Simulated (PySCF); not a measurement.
A structure optimised at ωB97X-D3(BJ)/def2-TZVP, used in a PySCF frequency run:

```
C
C 1 1.3808
C 1 1.3808 2 124.34
H 2 1.0829 1 121.50 3 180.00
H 3 1.0829 1 121.50 2 180.00
H 2 1.0849 4 117.72 1 180.00
H 3 1.0849 5 117.72 1 180.00
H 1 1.0880 2 117.83 4 0.00
```
Charge 0, spin multiplicity 2.

Task: Write its SMILES, formula and point group.

Result: [CH2]C=C, C₃H₅, C2v

Task: What are its rotational constants (standard atomic weights)?

Result: 54.495, 10.432, 8.7557 GHz
